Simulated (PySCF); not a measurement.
**Correlation energy of W(3+) (tungsten, charge +3)**

[Xe] 4f14 5d3, high-spin 4F determinant. Computed with PySCF 2.14 in aug-cc-pwCVTZ-PP with ECP60MDF, with a scalar-relativistic core potential. Frozen: 5s2 5p6; 3 electrons correlated.

| level | correlation energy (mhartree) |
| --- | --- |
| CCSD | -17.47 |
| (T) | -0.08 |
| CCSD(T) | -17.55 |

Diagnostics: T1 = 0.00048, D1 = 0.0007, largest double amplitude 0.014.

Problem. Is a single reference adequate?

Solution. Yes, within this model without spin-orbit coupling: T1 lies below 0.03 and no double amplitude reaches 0.07.
